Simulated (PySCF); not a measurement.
**NMR problem set**

Theory: structure optimised with GFN2-xTB, shieldings: GIAO PBE0/pcSseg-1, in PySCF 2.14.0 with density-fitted response routines (relativity neglected, single conformer, one averaged value for each set of equivalent atoms, no solvent).

Referencing at the same level of theory: ¹H (σref 31.72) and ¹³C (σref 186.93) against TMS. Splittings of carbon signals by F and P are missing where no couplings were computed. Where no couplings were computed, multiplicities follow the n + 1 count of equivalent neighbours, and m marks all less simple cases (inequivalent or close neighbours, rings, F or P nearby). Shifts are as computed. Against solution values, carbons near 30 ppm lie about +3 ppm off and those near 130 ppm about +5 ppm; carbons on Cl a further +6 ppm. Of 1211 compounds with measured shifts, 218 miss one by over three times the rms of a fit or turn the order of signals round; such compounds aren't used in these exercises. Carbons bonded to Cl come out too deshielded. OH and NH positions are gas-phase values without hydrogen bonding to other molecules.

(1) C$_{6}$H$_{5}$NO$_{3}$. ¹H NMR (600 MHz, computed): δ 8.59 (d, 1H), 8.43 (s, 1H), 7.78 (s, 1H), 6.90 (d, 1H), 4.96 (br s, 1H). ¹³C{¹H} NMR (computed): δ 171.7 (C), 165.5 (C), 164.0 (CH), 155.2 (CH), 114.0 (CH), 106.2 (CH). Identify the compound.

(2) C$_{8}$H$_{8}$ClP. ¹H NMR (500 MHz, computed): δ 7.76 (m, 2H), 7.43 (m, 2H), 1.07 (m, 4H). ¹³C{¹H} NMR (computed): δ 151.2 (C), 145.5 (C), 140.1 (CH), 134.2 (CH), 11.7 (CH2). Identify the compound.

## Answers

(1) `O=COc1cc(O)ccn1`. Rings plus π bonds: 5 (1 ring in the answer). 6 carbon signals for 6 carbons: no two carbons are equivalent. Carbon types of the structure: 2 × C, 4 × CH, leaving 1 H on heteroatoms. δC 164.0: ester carbonyl carbon; it is a carbonyl in resonance with an O or N lone pair, the region of acids, esters and amides. δC 155.2: aromatic CH next to a ring nitrogen; the adjacent pyridine-type nitrogen withdraws density from it. δC 114.0, 106.2: aromatic CH; resonance donation from the substituent shields this position. δH 8.59: hydrogen on an aromatic CH next to a ring nitrogen; ring current plus the neighbouring ring nitrogen.

This is the structure that produced the data.

(2) SMILES Clc1ccc(P2CC2)cc1. 5 carbon signals for 8 carbons: some carbons are equivalent by symmetry or fast rotation. Carbon types of the structure: 2 × C, 4 × CH, 2 × CH2, which accounts for all hydrogens. δC 151.2: substituted aromatic carbon. δC 145.5: aromatic carbon bearing chlorine. δC 140.1, 134.2: aromatic CH. δC 11.7: three-membered-ring carbon; carbons of three-membered rings are unusually shielded.

The shifts were computed for this structure.
